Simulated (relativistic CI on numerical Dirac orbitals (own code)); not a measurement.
Method of calculation: Dirac-Coulomb-Breit CI, orbitals from a KLI potential per configuration, QED by a radiative potential, unscaled Slater integrals (own radial code, finite nucleus).

The strongest absorption lines from the ground level of an ion, among the configurations computed and to levels below about 99.5 eV (vacuum wavelength in nm, gf): 20.829 (0.48), 21.327 (0.25), 21.629 (0.44), 22.219 (0.72), 25.332 (0.68), 25.568 (13), 25.876 (7.6), 26.757 (3.2).

Question: Which ion is it?
A. Rb2+
B. Y4+
C. Tc8+
D. Nb6+

Answer: D. Nb6+ has 35 electrons and the ground level 4s²4p⁵ ²P°3/2; the strongest line goes to 4s²4p⁴4d ²D5/2. The pattern of lines fixes the number of electrons, and along that sequence the line energies rise steadily with the charge (about as its square where n changes within one kind of shell, about linearly where n is kept but much faster in heavy ions where fine structure, which grows about as Z⁴, sets the gap, and irregularly where shells cross), which fixes Z. Configurations outside the model, such as inner-shell arrays, can give stronger lines. At this charge configurations can still be misplaced by up to about 7 % of their energy. 7 of the 8 excited levels that our extract of the measured tables holds in this range could be paired (the sources list more); they are missed by 15831 cm⁻¹ on average and 33022 at most, and levels without a partner can miss by more.

LS names give the leading component of a level, which can be under half, so a name can repeat, a term be missing and a line seem to break the LS rules.
